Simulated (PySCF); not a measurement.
**ORD: `C(C[C@H](C)[C@H](F)Cl)#N`, C5H7ClFN**

Geometry:
```json
{"atom": "C1", "x (Å)": "0.057", "y (Å)": "1.459", "z (Å)": "0.420"}
{"atom": "C2", "x (Å)": "-0.300", "y (Å)": "0.263", "z (Å)": "-0.454"}
{"atom": "C3", "x (Å)": "0.961", "y (Å)": "-0.538", "z (Å)": "-0.834"}
{"atom": "C4", "x (Å)": "1.639", "y (Å)": "-1.040", "z (Å)": "0.335"}
{"atom": "N5", "x (Å)": "2.163", "y (Å)": "-1.433", "z (Å)": "1.272"}
{"atom": "C6", "x (Å)": "-1.277", "y (Å)": "-0.666", "z (Å)": "0.263"}
{"atom": "F7", "x (Å)": "-1.560", "y (Å)": "-1.745", "z (Å)": "-0.519"}
{"atom": "Cl8", "x (Å)": "-2.820", "y (Å)": "0.159", "z (Å)": "0.608"}
{"atom": "H9", "x (Å)": "0.536", "y (Å)": "1.128", "z (Å)": "1.340"}
{"atom": "H10", "x (Å)": "0.744", "y (Å)": "2.116", "z (Å)": "-0.109"}
{"atom": "H11", "x (Å)": "-0.834", "y (Å)": "2.027", "z (Å)": "0.674"}
{"atom": "H12", "x (Å)": "-0.780", "y (Å)": "0.606", "z (Å)": "-1.377"}
{"atom": "H13", "x (Å)": "0.695", "y (Å)": "-1.388", "z (Å)": "-1.469"}
{"atom": "H14", "x (Å)": "1.650", "y (Å)": "0.107", "z (Å)": "-1.384"}
{"atom": "H15", "x (Å)": "-0.880", "y (Å)": "-1.046", "z (Å)": "1.212"}
```

Theory: TDDFT wB97X-D/def2-SVPD circular dichroism and optical rotation, one conformer, gas phase in PySCF. Geometry: GFN2-xTB.

The molecule is flexible and this is one conformer; a measurement averages over conformers.

Stereocentres: C2 S, C6 R.

Task: What is the specific rotation at 633, 589.3, 546, 436, 405, 365, 355 nm?

Result: [α] in deg dm⁻¹ (g/mL)⁻¹:
| λ (nm) | origin-invariant length gauge | modified velocity gauge | length gauge (centre of mass) | isotropic polarisability (au) |
| --- | --- | --- | --- | --- |
| 633 | +21.2 | +22.7 | +20.2 | 77.7 |
| 589.3 | +24.7 | +26.5 | +23.6 | 77.9 |
| 546 | +29.1 | +31.2 | +27.8 | 78.2 |
| 436 | +48.0 | +51.6 | +46.0 | 79.3 |
| 405 | +56.9 | +61.1 | +54.5 | 79.8 |
| 365 | +72.8 | +78.2 | +69.8 | 80.6 |
| 355 | +77.9 | +83.7 | +74.7 | 80.9 |

Task: And for the mirror image at 589.3 nm?

Result: -24.7 deg dm⁻¹ (g/mL)⁻¹ (origin-invariant length gauge): the same size and the opposite sign.

Task: What is the molar rotation [Φ] = [α]·M/100 of the geometry above at 589.3 nm?

Result: With M = 135.57 g/mol, +33.4 deg cm² dmol⁻¹ (origin-invariant length gauge).

The first excitation lies at 7.58 eV (164 nm) with R = -0.4 × 10⁻⁴⁰ esu² cm² (velocity form).
